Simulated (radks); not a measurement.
Results of a calculation; reference values are marked as such.
Problem. A nucleus of charge 21.7 with 19 electrons, 19 electrons, occupied as [Ar] 3d1. Code: a radial shooting solver on a logarithmic mesh with Libxc functionals. Model: Dirac Kohn-Sham, PBEsol, spin-unpolarised, spherical densities, point nucleus; open shells are shared between the two j in proportion to 2j + 1. Some entries of the table are withheld. Estimate them.

orbital,occ.,eigenvalue (hartree),<r> (bohr)
1s1/2,2,-174.4072,(1)
2s1/2,2,-20.02546,(2)
2p1/2,2,-16.83835,0.2934
2p3/2,4,-16.63979,0.2961
3s1/2,2,(3),1.016
3p1/2,2,-2.36136,1.082
3p3/2,4,-2.33803,1.089
3d3/2,0.4,(4),1.330
3d5/2,0.6,(5),1.333

Solution. 
(1) 1s1/2 <r> (bohr): 0.07065
(2) 2s1/2 <r> (bohr): 0.3305
(3) 3s1/2 eigenvalue (hartree): -3.19896
(4) 3d3/2 eigenvalue (hartree): -1.07421
(5) 3d5/2 eigenvalue (hartree): -1.07220
